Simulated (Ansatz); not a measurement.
Geometry optimisation, RHF/def2-SVP (Ansatz 0.2.0).

The input (input.yaml):

```yaml
crystal:
  periodic: [false, false, false]
  atoms:
    - { symbol: C, position_ang: [-0.8832, -1.1772, 0.5842] }
    - { symbol: C, position_ang: [0.2616, -0.2296, 0.8249] }
    - { symbol: F, position_ang: [-0.1543, 0.8546, 1.5841] }
    - { symbol: Ge, position_ang: [1.0753, 0.4311, -0.8636] }
    - { symbol: Se, position_ang: [-0.6074, 1.7111, -2.0057] }
    - { symbol: H, position_ang: [-1.3298, -1.4888, 1.5385] }
    - { symbol: H, position_ang: [-0.6013, -2.0013, -0.0421] }
    - { symbol: H, position_ang: [-1.6962, -0.5555, 0.041] }
    - { symbol: H, position_ang: [1.0563, -0.7775, 1.4073] }
    - { symbol: H, position_ang: [2.2523, 1.2928, -0.5475] }
    - { symbol: H, position_ang: [1.3961, -0.7867, -1.7223] }
    - { symbol: H, position_ang: [0.42255, 2.0034, -3.15635] }
basis:
  gaussian: { orbitals: def2-SVP }
hamiltonian:
  xc: hf
relax:
  f_tol: 0.015
  max_steps: 40
output:
  orbitals: {}
```

Launched with:

```bash
$ ansatz run input.yaml --threads 2 --pin off --max-ram 3072MiB --backend cpu --events-out ev --progress --plain --runs-dir out
```

Task: Where does it end, and by what steps?

Result: It converged. The force dipped under the threshold on the way, but the program's further checks kept it going. After 21 steps the energy has fallen by 0.355 eV; H12 moved furthest, 0.62 Å.

```csv
step,energy less start (eV),largest force component (eV/Å),accepted
0,0.0000,2.414,yes
1,-0.2906,0.608,yes
2,-0.3378,0.212,yes
3,-0.3447,0.043,yes
4,-0.3462,0.113,yes
5,-0.3463,0.132,yes
6,-0.3478,0.146,yes
7,-0.3478,0.148,yes
8,-0.3499,0.317,yes
9,-0.3508,0.134,yes
10,-0.3540,0.037,yes
11,-0.3542,0.024,yes
12,-0.3543,0.035,yes
13,-0.3543,0.066,no
14,-0.3544,0.016,yes
15,-0.3545,0.021,yes
16,-0.3545,0.023,yes
17,-0.3545,0.019,yes
18,-0.3546,0.015,yes
19,-0.3545,0.026,no
20,-0.3546,0.009,yes
21,-0.3546,0.013,yes
```

```xyz
12
Properties=species:S:1:pos:R:3
C -0.946 -1.119 0.544
C 0.267 -0.251 0.799
F -0.104 0.817 1.588
Ge 1.153 0.507 -0.806
Se -0.401 1.931 -1.905
H -1.382 -1.434 1.493
H -0.664 -2.012 -0.018
H -1.706 -0.581 -0.022
H 1.014 -0.815 1.362
H 2.385 1.300 -0.366
H 1.558 -0.605 -1.782
H 0.018 1.538 -3.243
```

Whether the end is a true minimum wasn't checked by a vibrational analysis.

The run took 91 s on 2 threads of Arm Neoverse V1, on a shared host, peak memory 0.45 GiB.
